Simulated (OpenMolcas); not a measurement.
An atom or ion with 6 electrons was computed by XMS-RASPT2, IPEA 0.25 Eh, imaginary shift 0.1 Eh with spin-orbit coupling (OpenMolcas, ANO-RCC-VTZP, DKH2). The lowest levels that the run gave, each within 12 % of the measured value where one is at hand:

```csv
J,Parity,E (cm⁻¹),g
0,even,0.0,
1,even,43.7,1.501
2,even,130,1.501
2,even,15930,1.000
0,even,33950,
2,odd,45710,2.002
1,odd,92400,0.499
2,odd,92400,1.167
3,odd,92400,1.334
0,odd,110170,
1,odd,110170,1.501
2,odd,110170,1.501
```

**Question.** Which ion is it, and what are the configurations and terms?

**Answer.** N+ (Z = 7, charge +1; active space 4 electrons in 9 orbitals (RAS2 2s 2p; RAS3 3d, at most 2 electrons)). J, parity and g give the terms where levels are pure, and mixed ones are named by the computed weights; the size of the splittings, set against known spectra of the 6-electron sequence, gives the charge. In order, with the measured energies in cm⁻¹ (NIST Handbook of Basic Atomic Spectroscopic Data): 2s² 2p² ³P₀, 2s² 2p² ³P₁ (48.7), 2s² 2p² ³P₂ (131), 2s² 2p² ¹D₂ (15316), 2s² 2p² ¹S₀ (32689), 2s 2p³ ⁵S°₂ (46785), 2s 2p³ ³D°₁ (92251), 2s 2p³ ³D°₂ (92250), 2s 2p³ ³D°₃ (92236), 2s 2p³ ³P°₀ (109223), 2s 2p³ ³P°₁ (109216), 2s 2p³ ³P°₂ (109217).

CASPT2 does not keep the components of a term degenerate, so their means are used; among the terms shown or strongly mixed into the levels shown the widest spread is 53 cm-1 (2s 2p³ ³D°). Active for correlation alone: 3d; no level in the range computed is led by a configuration that fills it, so any true level of that kind is missing. Computed and measured levels are paired by configuration, term and J; levels that our copy of the source lacks, or whose pairing is in doubt (as where it misses far off the trend of its configuration), stay unpaired and out of the deviations. Only configurations of the active space appear.

° marks odd parity.
